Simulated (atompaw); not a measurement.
## Reading a pseudo-wave (lutetium)

Columns: radius, all-electron u(r) and pseudo u(r) of the 5d shell (level -1.75 eV) of lutetium in the configuration [Kr] 4d10 4f14 5s2 5p6 5d1 6s2 6p0; PBE, scalar-relativistic, PAW (atompaw) scheme, atompaw 4.2.0.5.

| r (bohr) | all-electron | pseudo |
| --- | --- | --- |
| 0.115 | 0.1521 | 0.0004 |
| 0.231 | -0.0151 | 0.0029 |
| 0.346 | -0.2040 | 0.0096 |
| 0.462 | -0.2230 | 0.0222 |
| 0.577 | -0.1272 | 0.0415 |
| 0.692 | 0.0094 | 0.0684 |
| 0.808 | 0.1474 | 0.1030 |
| 0.923 | 0.2671 | 0.1440 |
| 1.038 | 0.3648 | 0.1906 |
| 1.154 | 0.4414 | 0.2413 |
| 1.269 | 0.4980 | 0.2934 |
| 1.385 | 0.5388 | 0.3455 |
| 1.500 | 0.5661 | 0.3946 |
| 1.615 | 0.5830 | 0.4391 |
| 1.731 | 0.5917 | 0.4779 |
| 1.846 | 0.5942 | 0.5089 |
| 1.962 | 0.5918 | 0.5322 |
| 2.077 | 0.5860 | 0.5472 |
| 2.192 | 0.5775 | 0.5546 |
| 2.308 | 0.5671 | 0.5553 |
| 2.423 | 0.5554 | 0.5504 |
| 2.538 | 0.5429 | 0.5414 |
| 2.654 | 0.5296 | 0.5296 |
| 2.769 | 0.5162 | 0.5163 |
| 2.885 | 0.5023 | 0.5024 |
| 3.000 | 0.4885 | 0.4885 |

How many radial nodes do the two functions have?

The all-electron 5d function has n − l − 1 = 2; the pseudo-wave has 0, since the states of the same l below it are removed with the core.

Where does each function peak?

Outermost all-electron maximum near 1.85 bohr, pseudo maximum near 2.31 bohr (to the table’s step).

Is the pseudo-wave norm-conserving?

No, it belongs to a PAW set: the norm inside the radius is not constrained, and the difference is carried by the augmentation charge.
